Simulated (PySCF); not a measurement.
Correlation energy of Ti (titanium, neutral)

Starting occupation: [Ar] 3d2 4s2, 3d3/2 with m_j = +1/2, +3/2. Calculation: PySCF 2.14, in x2c-TZVPall-2c (6s7p4d1f, 54 functions); X2C-1e with screened-nucleus spin-orbit coupling, Gaussian nucleus. Frozen: [Ne]; 12 electrons correlated; the 6 highest virtual spinors left out.

MP2 pair energies summed by pair of shells (mhartree):

```tsv
pair	energy	share (%)
3p-3p	-115.86	44.0
3d-3p	-52.44	19.9
3p-3s	-22.65	8.6
3p-4s	-22.03	8.4
4s-4s	-20.12	7.6
3d-4s	-11.88	4.5
3d-3s	-7.44	2.8
3s-3s	-5.42	2.1
3d-3d	-4.05	1.5
3s-4s	-1.33	0.5
```

Total MP2 correlation energy: -263.23 mhartree.

The GHF reference relaxed away from the jj start to a determinant that is no pure jj level (⟨S²⟩ = 2.01, ⟨J²⟩ = 7.88); the energies belong to that determinant.

This basis was not built for core-valence correlation, so the inner-shell part is incomplete.
